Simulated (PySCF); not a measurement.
C₃H₆Cl, SMILES Cl[C](C)C (connectivity only; charge and spin as stated), charge +1, multiplicity 1. Geometry optimised at B3LYP-D3(BJ)/def2-SVP. The spin state was assumed, not searched. The isomer is the one that the SMILES or the coordinates give; other isomers of the formula were not compared.

Level of theory: B3LYP-D3(BJ)/def2-SVP (PySCF).

Harmonic wavenumbers (cm⁻¹): 101, 175, 387, 389, 453, 702, 799, 955, 969, 1007, 1226, 1290, 1319, 1338, 1374, 1384, 1457, 1461, 2957, 2967, 3087, 3089, 3174, 3175. Rotational constants (GHz): 8.552, 4.900, 3.239; symmetry number 2.

Question: Work out the zero-point energy and the ideal-gas rigid-rotor harmonic-oscillator thermochemistry at 298.15 K and 1 atm.

Answer: ZPE = ½ Σ hcν = ½ × 35234 cm⁻¹ = 210.75 kJ/mol. H − E(el) = 227.55 kJ/mol. Entropy in J/(mol K): translation 163.01, rotation 99.98, vibration 40.21, total 303.20. G − E(el) = 137.15 kJ/mol. Cp = 82.91 J/(mol K). Modes under 150 cm⁻¹ make the vibrational entropy uncertain.
